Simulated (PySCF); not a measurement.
# Structure from NMR data

Molecular formula: C₅H₁₅BN₂. Simulated spectra:

¹H NMR (400 MHz, computed): δ 8.12 (t, 1H), 3.50 (s, 3H), 2.94 (d, 2H), 2.35 (s, 6H), 2.05 (br, 3H).

¹³C{¹H} NMR (computed): δ 170.1 (CH), 71.2 (CH2), 53.5 (CH3, 2C), 50.5 (CH3).

[PySCF 2.14.0 with density-fitted response routines: geometry: PBE0-D3(BJ)/def2-SVP; GIAO CAM-B3LYP/pcSseg-1 shieldings; equivalent nuclei averaged; in vacuum; non-relativistic; a single conformation]

References, each an isolated molecule treated in the same way: TMS for ¹H (σref 31.33) and ¹³C (σref 182.45).

Question: Deduce the structure.

Answer: 
1. 4 carbon signals for 5 carbons: some carbons are equivalent by symmetry or fast rotation.
2. Carbon types of the structure: 1 × CH, 1 × CH2, 3 × CH3, leaving 3 H on heteroatoms.
3. δC 170.1: C=N carbon.
4. δC 71.2: sp3 CH2 bonded to N; pulled downfield by the heteroatom.
5. δC 53.5, 50.5: methyl carbon bonded to N; deshielded by the electronegative neighbour.
6. δH 8.12: hydrogen on a C=N carbon.
7. δH 3.50, 2.35: hydrogen on a methyl carbon bonded to N; its carbon carries N, an electronegative neighbour.
8. δH 2.94: hydrogen on an sp3 CH2 bonded to N; its carbon carries N, hence the downfield position.
9. δH 2.05: hydrogen on a boron bonded to N.

These data were computed for `C([N+]([BH3-])(C)C)/C=N/C`.

The shifts were computed for this structure.

Hydrogens on boron are broadened and split by ¹¹B (spin 3/2, 80 %) and 10B (spin 3). Shifts are as computed, not scaled to solution data. Of 1211 compounds with measured shifts, 218 miss one by over three times the rms of a fit or turn the order of signals round; such compounds aren't used in these exercises. Multiplicities follow the n + 1 count of equivalent neighbours, as no J values were calculated; m marks all less simple cases, F and P coupling included.
